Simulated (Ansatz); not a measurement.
Input file for Ansatz (an electronic-structure program): R-PBE0/def2-TZVPP on C2H2O2 (SMILES O=CC=O), a point of a torsion scan.

Ansatz 0.2 input:
```yaml
crystal:
  periodic: [false, false, false]
  atoms:
    - {symbol: O, position_ang: [1.51180056, -0.08456761, -0.92118706]}
    - {symbol: C, position_ang: [0.75393693, -0.07287649, 0.00109288]}
    - {symbol: C, position_ang: [-0.75291907, -0.01747968, -0.07912928]}
    - {symbol: O, position_ang: [-1.50209167, -0.93986059, 0.03505816]}
    - {symbol: H, position_ang: [1.10406237, -0.06607492, 1.05639887]}
    - {symbol: H, position_ang: [-1.11278557, 1.02402059, -0.22774146]}
basis:
  gaussian:
    orbitals: def2-TZVPP
hamiltonian:
  xc: {name: PBE0}
scf: {lower_state_search: off}
```

The log:

```
WARN ansatz: RAYON_NUM_THREADS=1 ignored (pool sized by the plan → 1); use --threads N
Functional definition: PBE0
these checks for a lower state are left out or cut short: stability, starts, cluster_reference, orbital_swaps, neighbouring_geometries, increment
integrals: 0.05 GiB planned
780 factors; their error is unknown
mean field: 0.50 GiB planned
mean field evaluation 1: about -6190.3182 eV, gradient 5.1e1 eV
mean field evaluation 2: about -6180.8922 eV, gradient 9.0e1 eV
mean field evaluation 4: about -6194.6940 eV, gradient 2.4e0 eV
mean field evaluation 8: about -6194.7063 eV, gradient 2.6e-2 eV
mean field evaluation 16: about -6194.7172 eV, gradient 2.3e-5 eV
mean field -6194.71718915 eV, -227.6516577711 hartree, gradient 4.7e-6 eV, S^2 0.000000; 0 other end points of the search recorded, 0 dependent functions left out
reference -6194.71721269 eV, -227.6516586363 hartree; 15, 15 occupied and 137, 137 virtual orbitals, 780 factors
Total energy: -6194.71721269 eV, -227.6516586363 hartree
Checks for a lower state left out: stability, starts, cluster_reference, orbital_swaps, neighbouring_geometries, increment
```

The run converged.

Cost: around 2.7 core-seconds (rough).
